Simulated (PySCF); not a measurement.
Q: What does the PBE0-D3(BJ)/def2-SVP structure of InChI=1S/C5H12Si/c1-2-4-6-5-3-1/h1-6H2 look like in three dimensions?

A: 
Z-matrix in Å and degrees, rows numbered from 1:
```
C 
C   1  1.5298
C   2  1.5336  1  114.03
Si  3  1.8870  2  110.65  1    55.14
C   4  1.8870  3  104.26  2   -44.59
C   1  1.5298  2  114.73  3   -64.48
H   1  1.1060  2  109.15  3    58.33
H   1  1.1023  2  108.79  3   173.47
H   2  1.1034  1  109.00  3  -122.90
H   2  1.1056  1  108.66  3   122.41
H   3  1.1050  2  109.81  1   -63.86
H   3  1.1022  2  111.00  1   178.97
H   4  1.4977  3  112.21  2  -166.31
H   4  1.5001  3  110.09  2    73.34
H   5  1.1052  4  107.93  3   -75.46
H   5  1.1022  4  111.24  3   168.35
H   6  1.1057  1  108.66  2   -57.85
H   6  1.1034  1  108.99  2  -172.50
```

The 6-membered ring C1–C2–C3–Si4–C5–C6 has internal angles of 104.3° to 114.7° (sum 668°, against 720° for a flat polygon); it is puckered, 0.24 Å rms from its mean plane, widest ring torsion 65°. Si4 (SiH2 silicon) is distorted tetrahedral (angles from 104.3° to 112.3°).

The calculation used PBE0-D3(BJ)/def2-SVP geometry optimisation, gas phase in PySCF.

Point group: Cs (every atom within 0.08 Å of its image). No frequency check. One conformer, not necessarily the lowest (C6–C1–C2–C3 -64°, C1–C2–C3–Si4 55°, C2–C3–Si4–C5 -45°, C3–Si4–C5–C6 45°).

Hardware: one thread, Intel Xeon 6975P-C (x86_64), no GPU (shared host). Cost: 49 s of wall time, 0.61 GiB resident at most. This is the geometry optimisation.
